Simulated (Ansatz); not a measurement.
Basis-set extrapolation for `CO[SiH](C)S` (PBE0-D4/def2-TZVP geometry, frozen core, the Gaussian-basis code of Ansatz). Multiplicity 1, RHF reference.

```csv
,def2-TZVPP,def2-QZVPP
HF,-841.893100,-841.921270
MP2 correlation,-0.891270,-0.958466
CCSD(T) correlation,-0.985572,not run
```

Energies in hartree. Use E(X) = E(∞) + A·exp(−7.88·√X) for Hartree–Fock and E(X) = E(∞) + B·X^(−2.97) for correlation, with X = 3 and 4, and add CCSD(T) minus MP2 of the smaller set to the MP2 limit.

What is the CCSD(T) energy at the basis-set limit?

HF limit: -841.921270 + (-0.028170) × 0.13774 = -841.92515. MP2 limit: -0.958466 + (-0.067196) × 0.74074 = -1.00824. Higher-order term: -0.985572 − (-0.891270) = -0.09430. Total: -843.02769 hartree, 391.2 kJ/mol below CCSD(T)/def2-TZVPP.
